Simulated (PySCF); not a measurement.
Si(F)2(SiH3)2 (F₂H₆Si₃), SMILES F[Si](F)([SiH3])[SiH3].

Geometry: TPSSh-D3(BJ)/def2-SVP.

These are SMD-ωB97X/6-31G* (PySCF) values and carry that method's errors.

Solvation free energies are E(SMD) − E(gas) at the gas-phase geometry, for 1 M in both phases. In vacuum the dipole moment is 1.73 D.

Computed solvation free energies in water, toluene, tetrahydrofuran:
```
solvent          ΔG(solv) (kcal/mol)  its non-electrostatic (CDS) part  dipole (D)
---------------  -------------------  --------------------------------  ----------
water                            2.3                               4.9        2.19
toluene                         -1.2                               0.0        1.93
tetrahydrofuran                 -1.5                               0.6        2.10
```
